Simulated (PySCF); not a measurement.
**Dipole response of Cu (copper, neutral)**

[Ar] 3d9 4s2, 2D determinant (an excited configuration). Calculation: PySCF 2.14, in aug-cc-pVTZ-PP with ECP10MDF (6s6p5d3f2g, 88 functions); scalar relativity through the core potential. Coupled (time-dependent) response in atomic units; α is the mean over directions.

```csv
method,mean α (bohr³),"α xx, yy, zz",C₆ (like pair),S(−4)
UHF,55.67,"56.21, 56.21, 54.59",458.7,1666
PBE,41.86,"42.27, 42.27, 41.05",311.8,905.5
PBE0,44.68,"45.16, 45.16, 43.72",340.6,1035
```

S(−4) is the Cauchy moment in α(ω) = α(0) + S(−4) ω² + …

α(iu) at PBE0:

| u (hartree) | α(iu) (bohr³) |
| --- | --- |
| 0 | 44.68 |
| 0.0500 | 42.25 |
| 0.100 | 36.45 |
| 0.200 | 24.15 |
| 0.300 | 16.09 |
| 0.500 | 8.547 |
| 0.750 | 5.023 |
| 1.00 | 3.478 |
| 1.50 | 2.104 |
| 2.00 | 1.469 |
| 3.00 | 0.8628 |
| 5.00 | 0.4176 |

A single London oscillator, α(iu) = α/(1 + u²/ω²), gives C₆ = (3/4) ω α². Matching the computed C₆ needs ω = 4 × 340.6 / (3 × 44.68²) = 0.227 hartree.

The components differ because the open shell of this determinant is not spherical; for a pure term their mean is the scalar polarisability.

Energies and moments cover only the electrons outside the core potential.
